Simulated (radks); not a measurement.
Spherical quantum dot in the effective-mass picture: electrons in a well V = -V0 / (1 + exp((r - R)/a)) with V0 = 8.53, R = 4.56, a = 0.29, with a point charge +2 (a donor) at the centre, all in effective atomic units (hartree* = m*/eps^2 hartree, bohr* = eps/m* bohr), one dielectric constant everywhere. Method: non-relativistic Kohn-Sham, r2SCAN, spin-polarised, spherical densities, generalised Kohn-Sham scheme; computed with a radial shooting solver with Libxc functionals. Levels are named by radial order and angular momentum (1s, 1p, 1d, 2s, ...), and open shells are averaged over m. Results are scaled to m* = 0.175 and eps = 13.2, for which hartree* = 27.33 meV and bohr* = 3.992 nm.

N = 19, configuration 1s2 1p6 1d(up 5, down 4) 2s2. This is the lowest configuration that the search found. Occupied and some empty levels:

| level | occupation | eigenvalue (meV) | <r> (nm) |
|---|---|---|---|
| 1s up | 1 | -96.953 | 7.556 |
| 1s down | 1 | -96.801 | 7.368 |
| 1p up | 3 | -89.717 | 12.21 |
| 1p down | 3 | -89.342 | 12.20 |
| 2s up | 1 | -88.118 | 8.429 |
| 2s down | 1 | -87.903 | 8.602 |
| 1d up | 5 | -82.836 | 12.77 |
| 1d down | 4 | -82.419 | 12.76 |
| 1f up | 0 | -73.687 | 13.21 |
| 1f down | 0 | -73.227 | 13.21 |
| 1g up | 0 | -62.473 | 13.59 |
| 1g down | 0 | -61.966 | 13.59 |
| 2p up | 0 | -59.226 | 9.429 |
| 2p down | 0 | -58.973 | 9.402 |

Energy (meV): total -3107.97, kinetic 351.74, external -4789.8, Hartree 1522.9, exchange-correlation -192.79.
